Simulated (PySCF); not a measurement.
CH2F, SMILES [CH2]F (connectivity only; charge and spin as stated), charge +1, multiplicity 1. Geometry: PBE0-D3(BJ)/def2-TZVPD. The multiplicity is an assumed one; other spin states were not compared. The isomer is the one that the SMILES or the coordinates give; other isomers of the formula were not compared.

TDA-LC-ωPBE/def2-TZVPD (PySCF 2.14.0) puts the lowest singlet excitations at 5.33, 10.47, 10.64, 11.80, 13.01, 13.86 eV and the lowest triplet (TDA) at 4.47 eV.

Task: What are the lowest singlet roots from EOM-CCSD/aug-cc-pVDZ in PySCF? (Estimate from the structure and the level; the computed values follow.)

Result: 5.59, 10.89, 10.94, 10.96, 13.18, 13.98 eV; triplets 5.05, 8.55, 9.69 eV. S1 differs by 0.26 eV (second minus first; roots are paired by order, and the bases may differ).
